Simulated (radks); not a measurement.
Neutral neodymium inside a hard spherical wall (all orbitals vanish at R), configuration held at [Xe] 4f4 6s2 and not refilled when levels cross. All-electron calculation, scalar-relativistic Kohn-Sham, LDA (Slater exchange, VWN5 correlation), spin-polarised, spherical densities, finite nucleus; open shells are filled with parallel spins first (spin-orbit coupling, left out, can overturn this in heavy ions); Fermi nuclear charge, rms radius 4.9123 fm. Program: a radial shooting solver on a logarithmic mesh with Libxc functionals. Eigenvalues in eV for spin up, with the zero of energy where the potential of the charges vanishes at infinity; a dash marks a level that is unbound or too diffuse for the functional's potential to be trusted. A positive occupied level is held by the wall or, in an anion where self-interaction has pushed it up, behind a barrier. The pressure on the wall is -dE/dV.

R (bohr)  E (hartree)  kinetic (hartree)    e(5s)    e(5p)   e(6s)   e(4f)  e(5d, empty)  e(6p, empty)  pressure (GPa)
free       -9616.6885          10231.515  -41.193  -22.653  -3.705  -2.711        -2.230        -1.308               0
15         -9616.6885          10231.516  -41.189  -22.650  -3.702  -2.708        -2.226        -1.292        0.000297
12         -9616.6879          10231.521  -41.146  -22.607  -3.669  -2.665        -2.188        -1.195         0.00870
8          -9616.6654          10231.662  -40.387  -21.865  -2.954  -1.913        -1.505         0.134           0.761
5          -9616.3172          10233.069  -36.717  -18.378   3.364   1.931         2.538         9.639            35.3
4          -9615.5720          10235.912  -32.651  -14.465  13.996   6.617         7.951        23.841             198
3.5        -9614.5679          10239.694  -28.585  -10.303  26.407  11.533        13.835        39.271             552
3          -9612.3051          10247.857  -21.286   -2.316  50.771  20.334        25.009        67.965            1760
2.5        -9606.6478          10266.785   -6.439   14.851  102.22  36.736        48.377        125.73            6670
